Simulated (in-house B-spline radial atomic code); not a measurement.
Results of a calculation; reference values are marked as such.
**Extrapolating the RPA correlation energy in partial waves: the xenon ion Xe⁸⁺**

All-electron RPA on r2SCAN orbitals from a B-spline radial code for spherical atoms, scalar-relativistic (spin-free one-electron X2C), finite nucleus, configuration [Kr] 4d10. With empty states up to angular momentum L the sums are:

```json
{"L": "4", "E_c(L) (hartree)": "-3.087554"}
{"L": "5", "E_c(L) (hartree)": "-3.356582"}
{"L": "6", "E_c(L) (hartree)": "-3.489477"}
```

For large l each further wave adds A/(l + 1/2)⁴, because the basis must build the cusp where two electrons meet.

Problem. Estimate the limit from L = 5 and L = 6.

Solution. Wave 6 adds -0.132895, against a sum of (l + 1/2)⁻⁴ of 5.60204e-04, so A = -237.23. The sum over l > 6 is ζ(4, 7.5) = 9.6207e-04, close to 1/(3 × 7³) = 9.7182e-04. The tail is -0.228229 and the limit -3.71771 hartree.

Problem. How good is the estimate?

Solution. A run to L = 11 sums to -3.64641 and extrapolates to -3.67812 hartree, 2.41 millihartree from the run before, so it has not settled and is itself too deep. The estimate differs from that by -39.59 millihartree, while the bare sum at L = 6 misses 188.6 millihartree (5.1 %).
